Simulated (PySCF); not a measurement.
`C[Si]1(S[Si]([Si](C)(S[Si]1(C)C)C)(C)C)C`. Level of theory: PBE0-D3(BJ)/def2-SVP geometry optimisation, gas phase in PySCF 2.14.0.

```
atom  x, y, z in Å
C1    -1.8403   -2.1832   -1.2081
Si2   -1.7946   -1.0535    0.2953
C3    -3.2860   -1.3839    1.3949
S4    -0.1065   -1.4641    1.5969
Si5    1.6839   -1.1743    0.4070
C6     3.0780   -1.5241    1.6236
C7     1.7901   -2.3748   -1.0370
Si8    1.7725    1.0454   -0.3309
C9     3.2441    1.3195   -1.4722
C10    1.8829    2.2158    1.1380
S11    0.0641    1.4681   -1.5997
Si12  -1.7064    1.1851   -0.3781
C13   -3.1161    1.6075   -1.5525
C14   -1.7529    2.3310    1.1127
H15   -1.1059   -1.8660   -1.9625
H16   -1.6308   -3.2271   -0.9264
H17   -2.8402   -2.1397   -1.6699
H18   -4.2182   -1.1896    0.8400
H19   -3.2960   -2.4334    1.7296
H20   -3.2730   -0.7398    2.2870
H21    3.0094   -2.5549    2.0062
H22    3.0353   -0.8372    2.4823
H23    4.0556   -1.4032    1.1297
H24    1.5654   -3.4015   -0.7084
H25    2.8113   -2.3573   -1.4517
H26    1.0927   -2.1046   -1.8422
H27    4.1857    1.1223   -0.9346
H28    3.1982    0.6537   -2.3471
H29    3.2647    2.3598   -1.8340
H30    2.8860    2.1426    1.5892
H31    1.7182    3.2579    0.8229
H32    1.1445    1.9619    1.9117
H33   -3.1041    0.9558   -2.4390
H34   -4.0863    1.4864   -1.0441
H35   -3.0325    2.6516   -1.8934
H36   -1.0726    1.9852    1.9039
H37   -1.4751    3.3586    0.8311
H38   -2.7744    2.3476    1.5276
```

(1) Which two atoms are farthest apart?

(2) Work out the bond lengths C1–H15, S4–Si5, Si8–S11, C9–H27, C9–H29, Si12–C14, C13–H35 in pm.

(3) How far apart are these pairs, which share no bond: C1···H30, C6···H32, C9···H15, H28···H37, H32···H35?

(4) How far are the heavy atoms from their best plane (unweighted least squares)?

(5) What is the repulsion energy of the bare nuclei, Σ ZA·ZB/RAB?

(6) Where is the centre of mass (commonest isotopes), and what is the radius of gyration?

(7) What are the angles H19–C3–H20, H21–C6–H23, H21–C6–H22, Si5–Si8–C10, H33–C13–H35?

(8) Give the dihedral angles S4–Si5–C6–H21, C10–Si8–S11–Si12, S4–Si2–Si12–S11.

Answers

(1) H23···H34, 8.91 Å; the next longest distance is 8.89 Å.

(2) For C1–H15 the difference vector is (0.7343, 0.3172, -0.7544) Å, of length 1.0995 Å. C1–H15 110.0; S4–Si5 216.9; Si8–S11 217.0; C9–H27 110.2; C9–H29 110.2; Si12–C14 188.1; C13–H35 110.2 pm.

(3) C1···H30 6.991 Å (6 bonds apart); C6···H32 3.997 Å (4 bonds apart); C9···H15 5.414 Å (6 bonds apart); H28···H37 6.266 Å (6 bonds apart); H32···H35 5.692 Å (6 bonds apart).

(4) 1.154 Å rms; C1 1.66, Si2 0.06, C3 1.08, S4 1.21, Si5 0.09, C6 1.17, C7 1.60, Si8 0.10, C9 1.16, C10 1.60, S11 1.21, Si12 0.06, C13 1.08, C14 1.66 Å (magnitudes).

(5) 1826.27 Eh over 703 pairs, with full nuclear charges and distances in bohr; the largest single term is 54.65 Eh (S4 with Si5, or a pair equal to it).

(6) Mass 296.040 u; centre at (-0.009, 0.001, -0.001) Å; Rg = √(Σ m r²/M) = 2.812 Å. As Ia + Ib + Ic = 2 Σ m r², the three principal moments sum to 4681.8 u·Å².

(7) From the scalar product of the two bond vectors; for H19–C3–H20 it is -0.3775 Å² over 1.1016 × 1.1004 Å², cos θ = -0.3114. H19–C3–H20 108.1°; H21–C6–H23 108.3°; H21–C6–H22 108.1°; Si5–Si8–C10 110.2°; H33–C13–H35 108.1°.

(8) S4–Si5–C6–H21 60° (synclinal); C10–Si8–S11–Si12 -62° (synclinal); S4–Si2–Si12–S11 65° (synclinal). Dihedral signs follow IUPAC: positive where, seen along the central bond, the front bond turns clockwise onto the rear one.

Stationary, but not proved a minimum. The numbers are those of one conformer.

Hardware: 2 threads, AMD EPYC 9R45 (x86_64) (shared host). Cost: 5.1 min wall, 12 min CPU, 3.6 GiB resident at most. This is the geometry optimisation.
